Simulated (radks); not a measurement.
Values are calculated unless marked as measured or tabulated.
Task: The mean radii <r> (bohr) of the occupied orbitals of an atom or ion are listed with their occupations. Level of theory: Dirac Kohn-Sham, BLYP, spin-unpolarised, spherical densities, finite nucleus; Fermi nuclear charge, rms radius of each element as measured or else 0.836 A^(1/3) + 0.57 fm (a radial shooting solver on a logarithmic mesh with Libxc functionals).

| orbital | occ. | <r> |
|---|---|---|
| 1s1/2 | 2 | 0.04148 |
| 2s1/2 | 2 | 0.1832 |
| 2p1/2 | 2 | 0.1573 |
| 2p3/2 | 4 | 0.1613 |
| 3s1/2 | 2 | 0.5302 |
| 3p1/2 | 2 | 0.5334 |
| 3p3/2 | 4 | 0.5439 |
| 3d3/2 | 4 | 0.5528 |
| 3d5/2 | 6 | 0.5567 |
| 4s1/2 | 1 | 1.529 |
| 4p1/2 | 2 | 1.800 |
| 4p3/2 | 4 | 1.839 |
| 4d3/2 | 1 | 7.548 |

Name the element and its charge. Open shells, if any, fill j = l - 1/2 first.

Result: Z = 36, krypton, charge 0: Kr in [Ar] 3d10 4s1 4p6 4d1. The 1s radius gives Z: for a bare nucleus <r> = (2 gamma + 1)/(2Z) with gamma = sqrt(1 - (Z/c)^2), 0.04069 bohr for Z = 36, and screening makes it slightly larger (0.04148 here). The occupations add up to 36, and the charge is Z minus that.
